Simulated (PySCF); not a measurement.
## Be (beryllium, neutral) across methods

[He] 2s1 3d1, 2s spin antiparallel (an excited configuration). All numbers are calculated (PySCF 2.14, scalar relativity by spin-free X2C-1e, in dyall-av3z (15s9p4d2f, 76 functions)). The B2PLYP total includes its PT2 part (frozen core); its orbital energies are those of the SCF part.

| method | E (hartree) | mean ε 1s α (eV) | mean ε 2s β (eV) | mean ε 3d α (eV) | Σ⟨r²⟩ (bohr²) | ⟨S²⟩ |
| --- | --- | --- | --- | --- | --- | --- |
| UHF | -14.28667 | -133.86 | -12.689 | -0.190 | 37.65 | 1.000 |
| r2SCAN | -14.3683 | -114.40 | -9.418 | 0.542 | 37.15 | 1.000 |
| LDA | -14.1508 | -110.68 | -9.044 | 0.755 | 37.52 | 1.000 |
| wB97X | -14.3461 | -119.58 | -12.064 | -0.415 | 37.35 | 1.000 |
| B2PLYP | -14.3490 | -124.00 | -11.038 | 0.151 | 37.47 | 1.000 |
| TPSSh | -14.3793 | -115.74 | -9.655 | 0.349 | 37.36 | 1.000 |
| LC-wPBE | -14.3324 | -117.98 | -12.747 | -0.641 | 37.08 | 1.000 |
| PBE | -14.3429 | -112.04 | -9.187 | 0.473 | 37.60 | 1.000 |
| PBE0 | -14.3446 | -117.70 | -10.158 | 0.224 | 37.49 | 1.000 |

The outer electron is Rydberg-like, and this basis confines it to a smaller radius and binds it less than a complete one would. With the s spin flipped the determinant is a mixture of two multiplicities, not a spectroscopic state.

The highest occupied level is positive at r2SCAN, LDA, B2PLYP, TPSSh, PBE, PBE0: only the finite basis holds that electron, which in a density functional comes from self-interaction.
